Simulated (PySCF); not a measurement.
Magnetic susceptibility: SMILES CS[SiH2][SiH2][GeH3], CH10GeSSi2

Molfile (atoms numbered from 1):
```
CH10GeSSi2
     RDKit          3D

 15 14  0  0  0  0  0  0  0  0999 V2000
   -3.5287   -0.2121   -0.0104 C   0  0  0  0  0  0  0  0  0  0  0  0
   -2.0649   -1.2842   -0.1006 S   0  0  0  0  0  0  0  0  0  0  0  0
   -0.5174    0.2030   -0.1949 Si  0  0  0  0  0  4  0  0  0  0  0  0
    1.4927   -0.9312   -0.3208 Si  0  0  0  0  0  4  0  0  0  0  0  0
    3.2312    0.6105   -0.0951 Ge  0  0  0  0  0  4  0  0  0  0  0  0
   -3.4725    0.4086    0.8786 H   0  0  0  0  0  0  0  0  0  0  0  0
   -3.5828    0.4044   -0.9024 H   0  0  0  0  0  0  0  0  0  0  0  0
   -4.3940   -0.8642    0.0451 H   0  0  0  0  0  0  0  0  0  0  0  0
   -0.7180    1.0516    0.9864 H   0  0  0  0  0  0  0  0  0  0  0  0
   -0.8600    1.0535   -1.3413 H   0  0  0  0  0  0  0  0  0  0  0  0
    1.6609   -1.6295   -1.6002 H   0  0  0  0  0  0  0  0  0  0  0  0
    1.6348   -1.9548    0.7196 H   0  0  0  0  0  0  0  0  0  0  0  0
    3.3265    1.2799    1.2447 H   0  0  0  0  0  0  0  0  0  0  0  0
    4.6223    0.0923   -0.3075 H   0  0  0  0  0  0  0  0  0  0  0  0
    3.1657    1.7804   -1.0345 H   0  0  0  0  0  0  0  0  0  0  0  0
  1  2  1  0
  2  3  1  0
  3  4  1  0
  4  5  1  0
  1  6  1  0
  1  7  1  0
  1  8  1  0
  3  9  1  0
  3 10  1  0
  4 11  1  0
  4 12  1  0
  5 13  1  0
  5 14  1  0
  5 15  1  0
M  END
```

The calculation used PySCF 2.14.0, GIAO X3LYP/pcSseg-0 magnetisability, rotational g tensor and spin-rotation constants, non-relativistic, gas phase. Geometry: GFN2-xTB.

The calculation is non-relativistic, which matters for the atoms heavier than Zn.

Problem. What are the magnetisability and the molar susceptibility?

Solution. Isotropic -1924 × 10⁻³⁰ J/T², or -115.9 × 10⁻⁶ cm³/mol; principal values -1982, -1924, -1867 × 10⁻³⁰ J/T², anisotropy 100 × 10⁻³⁰ J/T² (root of half the summed squared differences of the principal values). The susceptibility is in cgs units.

Problem. Split it along the inertial axes a, b, c into diamagnetic and paramagnetic parts about the centre of mass, with the quadrupole moment.

Solution. 
| axis | χ (10⁻⁶ cm³/mol) | diamagnetic (10⁻⁶ cm³/mol) | paramagnetic (10⁻⁶ cm³/mol) | summed x² of all electrons (Å²) | quadrupole Θ (D Å) |
| --- | --- | --- | --- | --- | --- |
| a | -118.9 | -366.7 | 247.8 | 597.5 | +1.41 |
| b | -116.3 | -2643.1 | 2526.8 | 60.9 | -0.90 |
| c | -112.5 | -2793.1 | 2680.7 | 25.5 | -0.51 |

Anisotropies 2χaa − χbb − χcc = -9.0 and 2χbb − χaa − χcc = -1.3 × 10⁻⁶ cm³/mol. Θ is traceless in Buckingham's convention.

Problem. And the rotational g tensor?

Solution. 
| axis | rotational constant (GHz) | g | nuclear part | electronic part |
| --- | --- | --- | --- | --- |
| a | 5.9850 | -0.0300 | 0.6669 | -0.6968 |
| b | 0.4430 | -0.0025 | 0.5234 | -0.5259 |
| c | 0.4199 | -0.0032 | 0.5256 | -0.5288 |

Asymmetric top; isotopes 12C, 74Ge, 1H, 32S, 28Si; no vibrational averaging.
